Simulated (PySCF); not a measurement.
# Steps of a relaxation of [TaO(OH)4]−

[TaO(OH)4]− (singlet). PySCF 2.14.0, RKS r2SCAN, Ta def2-SVP with ECP60, O def2-SVP, H def2-SVP; non-relativistic Hamiltonian with scalar-relativistic core potentials where named; density fitting; no spin-orbit coupling. Origin of the start: template. Columns: position (Å) and force (eV/Å). Energies are counted from the last step; some of the 37 steps are shown. Forces carry noise of the integration grid, about 0.01 to 0.03 eV/Å.

Run from Python with OMP_NUM_THREADS=2. Where DIIS fails, smearing, a level shift and second-order steps follow.
It took 5 min on 2 threads of AMD EPYC 7R43 64-Core Processor (Zen 3) (shared host), from the converged density of the start.

```xyz
10
step 0  E = 4.861 eV
Ta    0.0000    0.0013    0.0282     0.02    0.73  -10.37
O     0.0000    0.0013    1.5822     0.00   -0.26   20.35
O     0.0000    0.0013   -1.8198    -0.04   -0.65   -8.07
H     0.0000   -0.3487   -2.7198     0.00    0.29   -0.13
O     1.8480    0.0013    0.0282     5.10   -0.26   -0.59
H     2.7480   -0.3487    0.0282    -0.73    0.25    0.03
O    -0.9240    1.6017    0.0282    -2.30    4.47   -0.63
H    -1.0709    2.5561    0.0282     0.16   -0.75    0.01
O    -0.9240   -1.5991    0.0282    -2.77   -4.33   -0.65
H    -1.6771   -2.2035    0.0282     0.56    0.51    0.05
```

```xyz
10
step 12  E = 0.186 eV
Ta   -0.0106    0.0512   -0.1657     0.00    0.26    0.36
O    -0.0501   -0.1592    1.6237    -0.01   -0.12   -0.03
O    -0.0340    0.0396   -2.1762     0.01   -0.31   -0.54
H    -0.0651   -0.6275   -2.8718    -0.03    0.13    0.15
O     1.9687    0.0491   -0.2572     0.77   -0.58    1.21
H     2.4020   -0.2499    0.5905    -0.84    0.59   -1.19
O    -0.9418    1.7935   -0.2109     0.13   -0.14   -0.58
H    -0.9167    2.3411    0.5689    -0.03    0.10    0.59
O    -1.0134   -1.6657   -0.3811    -0.50   -0.13    0.92
H    -1.3390   -1.9089    0.5198     0.50    0.20   -0.89
```

```xyz
10
step 24  E = 0.011 eV
Ta    0.0403    0.0777   -0.2225     0.03    0.10    0.05
O    -0.0651   -0.2560    1.5470     0.01    0.02   -0.13
O     0.0462   -0.0661   -2.2456    -0.03   -0.12   -0.03
H    -0.2823   -0.7991   -2.7801     0.03    0.10    0.14
O     2.0210    0.0723   -0.2190     0.04   -0.02   -0.03
H     2.3203   -0.0174    0.6947    -0.03    0.01    0.01
O    -0.7539    1.8834   -0.1989    -0.06    0.05    0.05
H    -0.9481    2.1766    0.7007     0.04   -0.07   -0.03
O    -1.1203   -1.5405   -0.4674     0.02   -0.08   -0.08
H    -1.2581   -1.8674    0.4311    -0.05    0.00    0.06
```

Where does the relaxation end?

It converges at step 36 in C1:
```xyz
10
step 36  E = 0
Ta    0.0631    0.0878   -0.2429
O    -0.0655   -0.2714    1.5175
O     0.0824   -0.1012   -2.2597
H    -0.3433   -0.8513   -2.6885
O     2.0449    0.1084   -0.2177
H     2.3172    0.0439    0.7068
O    -0.7501    1.8854   -0.1853
H    -0.9179    2.1119    0.7384
O    -1.1167   -1.5233   -0.5128
H    -1.3140   -1.8269    0.3842
```

How did the contacts change?


```
    contact  start (Å)  end (Å)
 Ta1–O2 (O)      1.554    1.801
Ta1–O3 (OH)      1.848    2.026
Ta1–O5 (OH)      1.848    1.982
Ta1–O7 (OH)      1.848    1.974
Ta1–O9 (OH)      1.848    2.015
```


No frequency check is given that shows the relaxed geometry to be a minimum.
